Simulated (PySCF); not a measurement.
A calculated (M06-L, PySCF 2.14, cc-pVDZ-X2C, the spin-free X2C one-electron Hamiltonian (Gaussian nucleus)) atom or ion has these occupied shells.

| shell | electrons | orbital energy (eV) | rms radius, mean of both spins (bohr) |
| --- | --- | --- | --- |
| 1s α | 1 | -3591.4 | 0.0937 |
| 1s β | 1 | -3590.8 | 0.0937 |
| 2s α | 1 | -411.92 | 0.418 |
| 2s β | 1 | -411.63 | 0.418 |
| 2p α | 3 | -335.93 | 0.388 |
| 2p β | 3 | -335.33 | 0.388 |
| 3s α | 1 | -78.778 | 1.35 |
| 3s β | 1 | -74.632 | 1.35 |
| 3p α | 3 | -59.317 | 1.54 |
| 3p β | 1 | -56.410 | 1.54 |

Problem. Name the element and its charge.

Solution. K³⁺ (potassium, charge +3), in [Ne] 3s2 3p4, high-spin 3P determinant.
